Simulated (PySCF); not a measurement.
Cl₄MoO, charge +1, doublet, at a GFN2-xTB geometry (such geometries of metal compounds can be far from the true shape) (the multiplicity is a formal guess) (core potentials on Mo).

PySCF was given this input:
```python
from pyscf import gto, scf, dft

mol = gto.M(
    atom='''
Mo    0.31530707   -0.14187156    0.28984759
O     1.50051454   -0.19379654    1.40725406
Cl   -1.50427441    0.76554820   -1.37767058
Cl    0.12238282    2.12483268    0.23884448
Cl    1.15772406   -1.15019363   -1.39902372
Cl   -1.26095090   -1.29848268    1.15951857
''',
    basis='def2-svp',
    ecp={'Mo': 'def2-svp'},
    charge=1,
    spin=1,
    verbose=4,
)

mf = dft.UKS(mol)
mf.xc = 'pbe'
mf = mf.density_fit(auxbasis='def2-universal-jkfit')
mf.kernel()
```

Task: What does this run give for the nuclear repulsion energy, total energy, HOMO energy, Mulliken (on the basis functions themselves) charges in atom order?

Result: 
```json
{
  "nuclear_repulsion_energy": "621.5434 Eh",
  "total_energy": "-1982.6383 Eh",
  "HOMO energy": "-12.76 eV",
  "Mulliken (on the basis functions themselves) charges in atom order": "Mo1 0.55, O2 -0.08, Cl3 0.09, Cl4 0.15, Cl5 0.15, Cl6 0.15"
}
```

These values belong to the state on which the SCF converged, which isn't shown to be the lowest.
